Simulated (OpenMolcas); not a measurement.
## Ti, Zr, Hf: d2 s2 down the group

```yaml
Program: OpenMolcas 26.06
Method: MS-CASPT2, IPEA 0.25 Eh, imaginary shift 0.1 Eh
Basis: ANO-R3
Scalar_Hamiltonian: X2C, finite nucleus
Spin-orbit_coupling: RASSI with atomic mean-field integrals over the reference wave functions, term energies averaged over their components
```

Active space for each ion: 4 electrons in 6 orbitals (d s); closed shells correlated by CASPT2: Ti 3s 3p; Zr 4s 4p; Hf 5s 5p.

Computed levels in cm-1 above 3F2:

```csv
Level,Ti,Zr,Hf
3F3,145,499,2440
3F4,331,1025,4490
1D2,4770,2000,4530
weight of 3F in the lowest level (%),100,96,86
```

Mixed levels, with the weight of the term that names them: Hf 1D2 (51 %).

Measured, with the error of the calculation in %. Measured levels: Ti, Zr, Hf from NIST Handbook of Basic Atomic Spectroscopic Data.

```json
{"Level": "3F3", "Ti": "170 (-14.7)", "Zr": "570 (-12.4)", "Hf": "2357 (+3.4)"}
{"Level": "3F4", "Ti": "387 (-14.5)", "Zr": "1241 (-17.4)", "Hf": "4568 (-1.7)"}
```

The fine-structure level 3F4 changes by a factor of 13.6 from Ti to Hf.

Without spin-orbit coupling 1D lies 4570, 1381, 2120 cm-1 above 3F in that order; the difference to the level 1D2, of either sign, comes from spin-orbit coupling, which also lowers the zero.

CASPT2 does not keep the components of a term degenerate, so their means are used; among the terms shown or strongly mixed into the levels shown the widest spread is 3500 cm-1 (3d2 4s2 3F, Ti). Over all roots computed the reference weight is 0.83 to 0.92 in Ti, 0.85 to 0.91 in Zr, 0.85 to 0.93 in Hf; the roots of lowest weight are the least certain, and an intruder state may touch them. Terms from blocks run as CI alone lack orbitals of their own. Configurations are named by rounded mean occupations; where the s occupation lies near a half they are strongly mixed, a name can repeat and a true partner stay unpaired (holds for Ti; Zr). Blocks of more than 70 roots (2S+1 = 3 even) ran without multistate coupling (holds for Zr). Measured partners are found by configuration, term and J. A level has none where our copy of the source lacks it or the pairing is in doubt (some pairs that miss far off the trend of their configuration count as doubtful), and it then counts in no deviation. Levels of configurations outside the active space are missing.
